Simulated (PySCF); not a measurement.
An equivalent PySCF input for P⁺ (phosphorus, charge +1), [Ne] 3s2 3p2, high-spin 3P determinant, with the spin-free X2C one-electron Hamiltonian (Gaussian nucleus):

```python
from pyscf import gto, scf, dft, mp, cc
import basis_set_exchange as bse
mol = gto.M(atom="P 0 0 0", charge=1, spin=2, symmetry="D2h",
            basis=gto.basis.parse(bse.get_basis("Sapporo-DZP-2012", elements=["P"], fmt="nwchem", header=False)),
            nucmod="G")
mf = dft.UKS(mol, xc="PBE").sfx2c1e()
mf.irrep_nelec = {'Ag': (3, 3), 'B1u': (2, 1), 'B2u': (2, 1), 'B3u': (1, 1)}
mf.kernel()
```

It reaches the same state as the run whose output follows, with an energy that differs only through the grid. The run itself started from symmetry-adapted Hartree-Fock orbitals and held the occupation by maximum overlap, on a logarithmic radial grid, so the iterations belong to that start.

```
SCF conv_tol = 1e-09
number electrons alpha = 8  beta = 6
XC functionals = PBE
    J. P. Perdew, K. Burke, and M. Ernzerhof.,  Phys. Rev. Lett. 77, 3865 (1996)
    J. P. Perdew, K. Burke, and M. Ernzerhof.,  Phys. Rev. Lett. 78, 1396 (1997)
    J. P. Perdew, K. Burke, and M. Ernzerhof.,  Phys. Rev. Lett. 77, 3865 (1996)
    J. P. Perdew, K. Burke, and M. Ernzerhof.,  Phys. Rev. Lett. 78, 1396 (1997)
cycle= 1 E= -341.422519837866  delta_E= -0.00699  |g|= 0.00822  |ddm|= 0.105
cycle= 2 E= -341.422578417487  delta_E= -5.86e-05  |g|= 0.0036  |ddm|= 0.0203
cycle= 3 E= -341.422582306871  delta_E= -3.89e-06  |g|= 0.000699  |ddm|= 0.00477
cycle= 4 E= -341.422582479936  delta_E= -1.73e-07  |g|= 0.000105  |ddm|= 0.000566
cycle= 5 E= -341.422582488353  delta_E= -8.42e-09  |g|= 2.36e-06  |ddm|= 0.000242
cycle= 6 E= -341.422582488357  delta_E= -4.32e-12  |g|= 1.62e-07  |ddm|= 3.98e-06
converged SCF energy = -341.422582488357  <S^2> = 2.0034688  2S+1 = 3.0023117
```
